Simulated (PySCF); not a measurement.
Species: C6H7P.
Atom-mapped SMILES: `[PH2:1][c:2]1[cH:3][cH:4][cH:5][cH:6][cH:7]1` (hydrogens: H8, H9 on P1; H10 on C3; H11 on C4; H12 on C5; H13 on C6; H14 on C7)

Torsions of this conformer, `[PH2:1][c:2]1[cH:3][cH:4][cH:5][cH:6][cH:7]1`: H–P1–C2–C3 140°, H–P1–C2–C3 45°.

The closed-shell ground state was solved at several levels (PySCF, density fitting, gas phase, non-relativistic). Geometry: PBE0-D3(BJ)/def2-SVP, one conformer, isolated molecule.

```tsv
level	basis functions	total energy (Eh)	HOMO (eV)	LUMO (eV)	gap (eV)	dipole (D)
PBE0/STO-3G	46	-567.1353	-4.32	2.85	7.17	0.62
PBE0/6-31G*	116	-573.7547	-6.51	-0.14	6.37	1.20
PBE0/6-31G	81	-573.6719	-6.50	-0.09	6.41	1.49
PBE0/6-311+G(2d,p)	239	-573.8503	-6.70	-0.62	6.08	1.03
```

Q: What might BP86/pcSseg-1 (161 basis functions) give for the same quantities?

A: Total energy -574.1881 Eh, HOMO -5.83 eV, LUMO -1.49 eV, gap 4.34 eV, dipole 1.02 D.

Q: Over all these levels, which gives the widest orbital gap and which the narrowest?

A: PBE0/STO-3G (global hybrid, 25 % exact exchange) has the widest, 7.17 eV, and BP86/pcSseg-1 (GGA) the narrowest, 4.34 eV. Functional and basis both differ between the two, so the spread mixes both effects.

Q: How much does the basis alone move the frontier levels among the 4 PBE0 rows?

A: The HOMO by 2.38 eV and the LUMO by 3.47 eV. By rising basis size (HOMO, LUMO in eV): STO-3G -4.32, 2.85; 6-31G -6.50, -0.09; 6-31G* -6.51, -0.14; 6-311+G(2d,p) -6.70, -0.62.

Q: How far do the dipole and the HOMO energy spread over the levels?

A: The dipole runs from 0.62 to 1.49 D (mean 1.07 D) and the HOMO from -6.70 to -4.32 eV.
